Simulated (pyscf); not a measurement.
Single points on ωB97X-D3(BJ)/def2-SVP structures (PySCF, gas phase). MP2 and CC: frozen core, UHF for open shells. ΔMP2 is the change of the MP2 total energy from the triple- to the quadruple-zeta basis.

How much does it cost (ΔH, 298 K, CCSD(T)/def2-TZVPP + ΔMP2(QZVPP)) to split `[OH][PH][GeH3]` at its Ge–P bond into HO–PH• + GeH₃•?

Ge–P to HO–PH• + GeH₃•: 2.55 eV. HO–PH–GeH₃ lies 0.49 eV over its isomer HO–GeH₂–PH₂, and others may lie lower still (electronic energy, ωB97M-D3(BJ)). Other isomers of HO–PH• were not searched in full and may lie lower. The CCSD(T) − MP2 part came from Ansatz, without density fitting, on the same reference. The frozen core leaves the outer d or s,p core shells of the metals and heavy elements correlated in the MP2 and CC values, and def2-TZVPP describes them poorly, which can shift differences by a few kcal/mol. Elements up to Kr have no core potential and no relativistic terms here.
